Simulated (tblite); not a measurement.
Compound: C9H7F3.
SMILES with atom numbers: `[CH2:1]=[CH:2]/[CH:3]=[C:4]1\[CH:5]=[C:6]([C:7]([F:8])([F:9])[F:10])[C:11]1=[CH2:12]` (hydrogens: H13, H14 on C1; H15 on C2; H16 on C3; H17 on C5; H18, H19 on C12)

Computed geometry: GFN2-xTB, gas phase.

Problem. What internal coordinates does the optimisation give?

Solution. 
```
                bond  length (pm)
               C1=C2        133.1
               C2–C3        144.0
               C3=C4        133.6
               C4–C5        146.8
               C5=C6        135.7
               C6–C7        148.2
C7–F8, C7–F9, C7–F10        134.6
              C6–C11        148.0
             C11=C12        132.0
              C4–C11        149.4
              C1–H13        107.6
              C1–H14        107.8
              C2–H15        108.1
              C3–H16        108.2
              C5–H17        107.3
             C12–H18        107.6
             C12–H19        107.6
```

Bonds in one row agree within 1 pm and their mean is given. A selection of angles:
```
     angle  degrees
  C1–C2–C3    123.1
  C2–C3–C4    124.0
  C3–C4–C5    136.7
 C3–C4–C11    135.4
 C5–C4–C11     87.9
  C4–C5–C6     92.5
  C5–C6–C7    134.5
 C5–C6–C11     92.8
 C7–C6–C11    132.7
  C6–C7–F8    112.4
 C6–C7–F10    112.5
  F8–C7–F9    106.5
 F9–C7–F10    105.8
C6–C11–C12    136.0
 C4–C11–C6     86.7
C4–C11–C12    137.3
```

Torsions: C1–C2–C3–C4 180° (antiperiplanar); C2–C3–C4–C5 0° (synperiplanar); C3–C4–C5–C6 180° (antiperiplanar); C4–C5–C6–C7 180° (antiperiplanar); C5–C6–C7–F8 1° (synperiplanar); C5–C6–C11–C12 180° (antiperiplanar); C3–C4–C11–C6 180° (antiperiplanar).

Of the pairs four or more bonds apart, C5···H15 is among the closest relative to their van der Waals radii: 2.91 Å, 100 % of the sum of Bondi's values. The 9 C–C bonds span 1.320 Å (C11=C12, drawn double) to 1.494 Å (C4–C11, drawn single), a spread of 0.174 Å. The 4-membered ring C4–C5–C6–C11 has internal angles of 86.7° to 92.8° (sum 360°, against 360° for a flat polygon); it is planar, 0.00 Å rms from its mean plane, widest ring torsion 0°.

Point group: Cs (tolerance 0.08 Å). Its lowest GFN2-xTB frequency is 12 cm⁻¹, too small to tell a flat minimum from a shallow saddle. One conformer, not necessarily the lowest.
